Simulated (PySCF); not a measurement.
Working out the excitation energy of F²⁺

F²⁺ [He] 2s2 2p3 (4S) → F²⁺ [He] 2s1 2p3 3s1 (6S). Computed with PySCF 2.14 in aug-cc-pVDZ, with the non-relativistic Hamiltonian (point nucleus). Frozen: 1s2. Energies in hartree (1 hartree = 27.21139 eV):

```
             part  F²⁺ (lower)  F²⁺ (upper)
              UHF   -97.575981   -95.869264
MP2 opposite-spin    -0.052477     0.000000
    MP2 same-spin    -0.017936    -0.019856
```

Q: What does Hartree-Fock give?

A: (-95.869264) − (-97.575981) = 1.706717 hartree = 46.442 eV.

Q: What do MP2 and SCS-MP2 (6/5 opposite-spin, 1/3 same-spin) give?

A: The opposite-spin parts differ by 1.428 eV and the same-spin parts by -0.052 eV. MP2: 46.442 + (1.428) + (-0.052) = 47.818 eV. SCS-MP2: 46.442 + 1.2 × (1.428) + (-0.052)/3 = 48.138 eV.

A double-zeta basis recovers only part of the correlation energy.
